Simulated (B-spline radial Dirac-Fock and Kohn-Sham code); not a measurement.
# Au⁵⁺: non-radiative channels of the L3 vacancy

System: Au⁵⁺, configuration [Xe] 4f14 5d6.

The run's input, task.json:

```json
{"items": [{
  "Z": 79,
  "q": 5,
  "cfg": [[1, 0, 2], [2, 0, 2], [2, 1, 6], [3, 0, 2], [3, 1, 6], [3, 2, 10], [4, 0, 2], [4, 1, 6], [4, 2, 10], [4, 3, 14], [5, 0, 2], [5, 1, 6], [5, 2, 6]],
  "A": 197,
  "rrms": 5.4371,
  "do": ["binding", "quiet", "decay"],
  "holes": ["K", "L1", "L2", "L3", "M1", "M2", "M3", "M4", "M5", "N1", "N2", "N3", "N4", "N5", "N6", "N7"]
}]}
```

Command: `python xray_run.py task.json out`

Method: independent-particle rates on relativistic LDA orbitals of the hole state (multipoles up to L = 3, Coulomb Auger matrix elements, transition energies from Dirac-Fock). Computed with an atomic code on a B-spline grid. Kinetic energies are configuration averages from the vacuum level; the two-hole energies are estimated from single-hole states.

```csv
transition,kinetic energy (eV),width (meV),share (%)
L3-M1M3,5593.5,114,3.0
L3-M2M3,5862.4,196,5.1
L3-M3M3,6268.7,240,6.3
L3-M2M5,6397.6,97.8,2.6
L3-M3M4,6721.1,268,7.0
L3-M3M5,6811.8,369,9.6
L3-M4M4,7170.3,39.8,1.0
L3-M4M5,7255.1,763,19.9
L3-M5M5,7343.2,490,12.8
L3-M2N3,8092.7,31.2,0.8
L3-M3N1,8279.3,28.6,0.7
L3-M3N2,8398.1,44.1,1.1
L3-M3N3,8499.0,92.5,2.4
L3-M3N4,8693.4,53.7,1.4
L3-M3N5,8712.4,72.0,1.9
L3-M5N2,8940.3,19.9,0.5
L3-M4N3,8954.8,39.5,1.0
L3-M5N3,9040.6,61.9,1.6
L3-M4N5,9168.7,109,2.8
L3-M5N4,9235.5,133,3.5
L3-M5N5,9255.2,161,4.2
L3-M5N6,9508.4,29.5,0.8
L3-M5N7,9513.4,26.1,0.7
L3-N4N5,11111.2,19.8,0.5
```

The listed channels hold 91 % of the non-radiative rate. Summed by principal shells, of 3.84 eV in all: LMM 68.5 %, LMN 25.9 %, LMO 2.7 %, LNN 2.3 %, LNO 0.5 %.
